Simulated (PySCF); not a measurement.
AlCl, singlet, at a GFN2-xTB geometry (such geometries of metal compounds can be far from the true shape).

PySCF was given this input:
```python
from pyscf import gto, scf, dft

mol = gto.M(
    atom='''
Al   -0.000000   -0.000000   -1.154140
Cl    0.000000    0.000000    0.882577
''',
    basis='sto-3g',
    charge=0,
    spin=0,
    verbose=4,
)

mf = dft.RKS(mol)
mf.xc = 'pbe'
mf.kernel()
mf.analyze()
```

**Question.** Estimate the dipole moment that PySCF with PBE/STO-3G returns for this input.

**Answer.** 3.08 D

**Question.** Predict the HOMO energy from PBE/STO-3G.

**Answer.** -2.12 eV

**Question.** Predict the nuclear repulsion energy from PBE/STO-3G.

**Answer.** 57.4199 Eh

**Question.** What HOMO-LUMO gap does PBE/STO-3G give?

**Answer.** 5.62 eV

**Question.** What number of basis functions does PBE/STO-3G give?

**Answer.** 18
